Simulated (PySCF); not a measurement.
trichloroethylene cation (C2HCl3), SMILES ClC=C(Cl)Cl (connectivity only; charge and spin as stated), charge +1, multiplicity 2.

Coordinates come from a B3LYP-D3(BJ)/def2-SVP optimisation. The spin state was assumed, not searched.

All values below come from B3LYP-D3(BJ)/def2-SVP run with PySCF.

Frequencies are harmonic and unscaled.

Computed vibrational spectrum:
```csv
mode,ν (cm⁻¹),IR (km/mol),moving atoms (share of kinetic energy)
1,150,4.1,"C 57 %, Cl 27 %, H 17 %"
2,183,1.2,Cl 93 %
3,293,0.4,"Cl 88 %, C 11 %"
4,405,1.4,"Cl 85 %, C 14 %"
5,471,3.0,"C 79 %, H 16 %"
6,662,27.9,"C 56 %, Cl 39 %"
7,805,15.3,"H 64 %, C 36 %"
8,947,153.2,"C 69 %, Cl 24 %"
9,1030,117.3,"C 76 %, H 13 %, Cl 11 %"
10,1274,12.1,"H 67 %, C 32 %"
11,1428,5.9,"C 86 %, H 13 %"
12,3192,45.3,"H 92 %, C 8 %"
```
